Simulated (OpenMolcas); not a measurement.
# Ca: from CASSCF to CASPT2

```json
{"Program": "OpenMolcas 26.06", "Basis": "ANO-RCC-VQZP [7s6p3d2f1g]", "Scalar Hamiltonian": "DKH2, point nucleus", "Active space": "2 electrons in 4 orbitals (4s 4p)", "State averaging": "2S+1 = 3 even, 3 roots; 2S+1 = 1 even, 6 roots; 2S+1 = 3 odd, 3 roots; 2S+1 = 1 odd, 3 roots", "Spin-orbit coupling": "RASSI with atomic mean-field integrals over the reference wave functions, term energies averaged over their components"}
```

Methods on the same reference wave functions:
A. CASSCF
B. SS-CASPT2, IPEA 0.25 Eh, imaginary shift 0.1 Eh (closed shells correlated: 3s 3p)

Energies in cm⁻¹ above 4s² ¹S₀, the measured ground level; measured values from NIST Handbook of Basic Atomic Spectroscopic Data.

```json
{"Level": "4s² ¹S₀", "A": "0.0", "B": "0.0", "Measured": "0.0"}
{"Level": "4s 4p ³P°₀", "A": "13526", "B": "14840", "Measured": "15158"}
{"Level": "4s 4p ³P°₁", "A": "13563", "B": "14878", "Measured": "15210"}
{"Level": "4s 4p ³P°₂", "A": "13639", "B": "14953", "Measured": "15316"}
{"Level": "4s 4p ¹P°₁", "A": "28365", "B": "26584", "Measured": "23652"}
{"Level": "4p² ³P₀", "A": "38378", "B": "40436", "Measured": "38418"}
{"Level": "4p² ³P₁", "A": "38413", "B": "40471", "Measured": "38465"}
{"Level": "4p² ³P₂", "A": "38482", "B": "40537", "Measured": "38552"}
{"Level": "4p² ¹D₂", "A": "43354", "B": "41132", "Measured": ""}
```

Deviations, from unrounded energies. A percentage is the sum of absolute deviations over the sum of measured energies, with the sign that they share, or ± where signs differ.

```tsv
Against measurement	Levels	A	B
mean absolute deviation (cm-1)	7	1400	1400
other configurations (%)	7	±5.3	±5.4
```

A, B lie about equally close to measurement. The largest miss of A in the table is 4s 4p ¹P°₁, by +4700 cm-1. The ranking rests on the paired levels alone, and a cruder setting can come out closer through cancelling errors.

The lowest spin-free term lies below A's lowest term by 0.267 hartree in B.

The ¹D term of p² mixes with s d, which this space lacks. Without dynamic correlation excited terms often stand tens of per cent too high (terms of higher spin than the ground term too low), and those without a measured partner can miss by more than the paired ones (holds for A). Measured partners are found by configuration, term and J. A level has none where our copy of the source lacks it or the pairing is in doubt (some pairs that miss far off the trend of their configuration count as doubtful), and it then counts in no deviation. Only configurations of the active space appear.

° marks odd parity.
